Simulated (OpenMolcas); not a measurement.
# Ionisation energies of tin

* Program: OpenMolcas 26.06
* Basis: ANO-R3 [8s7p5d3f2g1h]
* Scalar Hamiltonian: X2C, finite nucleus
* Spin-orbit coupling: state interaction with AMFI integrals over the reference wave functions, term energies averaged over their components

Active shells in each charge state: the valence s, p shells, with orbitals averaged over the low states. Where CASPT2's correlated closed shells are named, they are those of the first ion.

A. CASSCF
B. SS-CASPT2, IPEA 0.25 Eh, imaginary shift 0.1 Eh (closed shells correlated: 4d)
C. SS-CASPT2, IPEA 0.25 Eh, imaginary shift 0.1 Eh (closed shells correlated: 4s 4p 4d)
D. SS-CASPT2, IPEA 0 Eh, imaginary shift 0.1 Eh (closed shells correlated: 4d)
E. SS-CASPT2, IPEA 0.25 Eh, imaginary shift 0.1 Eh (closed shells correlated: none)

Energies in eV between the lowest computed levels, named as in B; reference values from the NIST Atomic Spectra Database with their kind.

| From | To | A | B | C | D | E | Spin-orbit share in B | Reference |
| --- | --- | --- | --- | --- | --- | --- | --- | --- |
| Sn 5s² 5p² ³P₀ | Sn+ 5s² 5p ²P°_1/2 | 6.569 | 7.259 | 7.267 | 7.368 | 7.042 | -0.019 | 7.344 (measured) |
| Sn+ 5s² 5p ²P°_1/2 | Sn2+ 5s² ¹S₀ | 13.576 | 14.564 | 14.593 | 14.674 | 14.157 | +0.322 | 14.633 (measured) |
| Sn2+ 5s² ¹S₀ | Sn3+ 5s ²S_1/2 | 29.395 | 30.358 | 30.458 | 30.358 | 29.458 | +0.000 | 30.506 (measured) |
| Sn3+ 5s ²S_1/2 | Sn4+ 4d¹⁰ ¹S₀ | 39.271 | 40.762 | 40.911 | 40.815 | 39.271 | +0.000 | 40.740 (measured) |

Steps that some method lacks are left out, and so are those with a state whose active s or d shell is doubly occupied in every root (s and p with five to eight electrons, d10) over a frozen core shell of the same l, since the two then mix freely.

Error against the reference values, in %:

```
From  Reference      A     B     C     D     E
  Sn   measured  -10.6  -1.2  -1.0  +0.3  -4.1
 Sn+   measured   -7.2  -0.5  -0.3  +0.3  -3.3
Sn2+   measured   -3.6  -0.5  -0.2  -0.5  -3.4
Sn3+   measured   -3.6  +0.1  +0.4  +0.2  -3.6
```

Mean absolute error over the 4 measured values: A 1.10 eV, B 0.08 eV, C 0.08 eV, D 0.07 eV, E 0.82 eV.

° marks odd parity.
